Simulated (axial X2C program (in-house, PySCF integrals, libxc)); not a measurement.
## CuB: cheaper levels and CCSD(T), two-component

All values were computed with an in-house relativistic program for diatomic molecules. Two-component (2c) means X2C with spin–orbit coupling and atomic mean-field two-electron Coulomb and Gaunt terms. Basis: Cu dyall-cv3z [9s9p6d3f2g], B dyall-v3z [7s6p2d1f] (cores contracted in-house); Gaussian nuclei, density fitting, unrestricted open shells. Masses: Cu 62.930 u, B 11.009 u.

State: Ω = 0 (closed shell); fragments Cu + B.

```tsv
level	Re (Å)	ωe (cm⁻¹)	De (eV)
PBE0	1.914	544.3	2.33
HF	2.137	401.3	n/a
MP2	1.822	600.9	2.39
CCSD	1.924	512.1	2.11
LDA	1.845	620.8	3.64
```

Correlated methods: 14 electrons correlated (number of frozen shells: Cu 3 s, 2 p; B 1 s), 226 virtual spin orbitals or spinors in MP2, 90 natural virtuals in coupled cluster.

CCSD(T), same Hamiltonian and basis:

Re = 1.873 Å, ωe = 568.6 cm⁻¹; T1 = 0.048 (Lee–Taylor normalisation).

Task: Give the differences from CCSD(T) in the columns below.

Result: 

```
level  ΔRe (Å)  Δωe (cm⁻¹)
 PBE0    0.041         -24
   HF    0.264        -167
  MP2   -0.051          32
 CCSD    0.051         -56
  LDA   -0.028          52
```

One determinant describes the state; a PBE0 search over occupations chose it and may have missed a lower one. The closed shell is kept restricted, so the energy runs too high when the bond is stretched far. Dissociation energies refer to the lowest single-determinant-based atoms at the same level and basis. De is not given where an atomic determinant may have missed its ground term or J level, or where the truncated virtual space spoils (T). Coupled cluster ran in a truncated set of natural virtual spinors; the MP2 energy of the rest was added. (T) has no such correction and the atoms are truncated less, which lowers De at CCSD(T) by a hundredth of an eV or more. In 2c an atomic determinant is not the ground J level, so De misses part of the atomic spin–orbit lowering. This holds for PBE0, LDA. Without a current term, density functionals place determinants with orbital angular momentum somewhat too high. The T1 diagnostic is large, a sign of multireference character.
